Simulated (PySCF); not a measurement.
## Two-component Hartree-Fock for Tm³⁸⁺ (thulium, charge +38)

Start: [Ar] 3d10 4s2 4p1; 4p1/2 filled at m_j = +1/2. Calculated with PySCF 2.14 in an even-tempered Gaussian basis (16 s from 4.3 bohr⁻², ratio 2.8; 13 p from 5.6 bohr⁻², ratio 2.8; 8 d from 10 bohr⁻², ratio 2.8; 4 f from 24 bohr⁻², ratio 3): generalised Hartree-Fock with the X2C-1e Hamiltonian and a Gaussian nucleus; one run each with spin-orbit coupling (SO) switched off, then screened by Boettger's factors.

| spinor shell | electrons | ε, spin-free (eV) | ε, screened SO (eV) | weight of nominal j (screened SO) | rms radius, screened SO (bohr) |
| --- | --- | --- | --- | --- | --- |
| 1s1/2 | 2 | -61399.0 | -61383.1 | 1.000 | 0.0227 |
| 2s1/2 | 2 | -11879.4 | -11873.6 | 1.000 | 0.0916 |
| 2p1/2 | 2 | -10686.1 | -11383.4 | 1.000 | 0.0781 |
| 2p3/2 | 4 | -10686.1 | -10393.3 | 1.000 | 0.0850 |
| 3s1/2 | 2 | -3943.6 | -3941.0 | 1.000 | 0.233 |
| 3p1/2 | 2 | -3572.4 | -3728.1 | 1.000 | 0.223 |
| 3p3/2 | 4 | -3572.4 | -3504.7 | 1.000 | 0.237 |
| 3d3/2 | 4 | -3128.2 | -3155.6 | 1.000 | 0.208 |
| 3d5/2 | 6 | -3128.2 | -3106.9 | 1.000 | 0.212 |
| 4s1/2 | 2 | -1828.6 | -1827.7 | 1.000 | 0.492 |
| 4p1/2 | 1 | -1708.4 | -1755.9 | 1.000 | 0.481 |

```tsv
quantity	spin-free	screened SO
E (hartree)	-12675.65295	-12688.94089
M_J	1/2	1/2
⟨J²⟩	1.100	0.751
⟨L²⟩	2.005	2.043
⟨S²⟩	0.752	0.790
```

Each row is a mean over spinors that exchange with the open shell spreads, by up to 6.126 eV (3p1/2).

Breit and QED terms are absent; they matter most for the inner s and p1/2 levels.

Densities and radii are taken from the X2C orbitals without a picture-change correction, which distorts them close to the nucleus.

Without spin-orbit coupling the j labels of p, d and f shells carry no meaning; the spin-free column gives the mean over the occupied spinors of each nl shell, and its ⟨J²⟩ belongs to a mixture of degenerate components.
